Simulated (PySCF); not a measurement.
Order these species by their calculated properties.

All species are isolated and taken at one optimised geometry, non-relativistic unless stated; the electronic structure was computed with PySCF and density fitting.

Dipoles, sizes and rotational constants follow the conformer. The torsions of the flexible species, by atom-mapped SMILES:
- `[CH3:1][O:2]/[CH:3]=[C:4](/[CH:5][F:6])[C:7]([F:8])([F:9])[F:10]`: C1–O2–C3–C4 -178°, C3–C4–C5–F6 0°, C3–C4–C7–F8 58°
- `[F:1][C:2]1=[CH:3][C@@H:4]1[SiH2:5][CH:6][Cl:7]`: C3–C4–Si5–C6 -43°, C4–Si5–C6–Cl7 174°
- `[CH3:1][Si@H:2]([NH2+:3])[C:4]([F:5])([F:6])[F:7]`: C1–Si2–C4–F5 -60°, H–N3–Si2–C1 -17°, H–N3–Si2–C1 157°
- `[SiH3:1][CH2:2][C:3]([Cl:4])[SiH2:5][Cl:6]`: Si1–C2–C3–Cl4 79°, C2–C3–Si5–Cl6 -14°
- `[F:1]/[CH:2]=[CH:3]/[C:4]1[CH:5]=[N:6]1`: C2–C3–C4–C5 180°

Problem. Rank by isotropic g value, highest first (unrestricted B3LYP/pcH-1, mean-field spin–orbit at GFN2-xTB geometries).
A. `[SiH]1CC(=C(Cl)C1)F` [radical]
B. `FC1=C(Cl)[CH][SiH2]C1` [radical]
C. `FC1=C[C@@H]1[SiH2][CH]Cl` [radical]
D. `C[Si@H]([NH2+])C(F)(F)F` [radical]
E. `CO/C=C(/[CH]F)C(F)(F)F` [radical]

Solution. C (2.00769), D (2.00582), E (2.00368), A (2.00340), B (2.00298).

Problem. Give the two extremes of that set as shifts from the free-electron value 2.002319.

Solution. `FC1=C(Cl)[CH][SiH2]C1` [doublet state]: +670 ppm; `FC1=C[C@@H]1[SiH2][CH]Cl` [doublet state]: +5370 ppm.

Problem. Rank by smallest rotational constant, highest first (GFN2-xTB).
A. `C[Si@H]([NH2+])C(F)(F)F` [radical]
B. `FC1=C[C@@H]1[SiH2][CH]Cl` [radical]
C. `F/C=C/[C]1C=N1` [radical]
D. `[SiH3]C[C](Cl)[SiH2]Cl` [radical]
E. `C1C[NH2+]C1`
F. `FC1=C(Cl)[CH][SiH2]C1` [radical]

Solution. E (6.323 GHz), C (1.582 GHz), A (1.417 GHz), F (0.947 GHz), B (0.747 GHz), D (0.688 GHz).

Problem. By how much do the two ends of that ranking differ?

Solution. By 5.635 GHz, between `C1C[NH2+]C1` and `[SiH3]C[C](Cl)[SiH2]Cl` [doublet state].
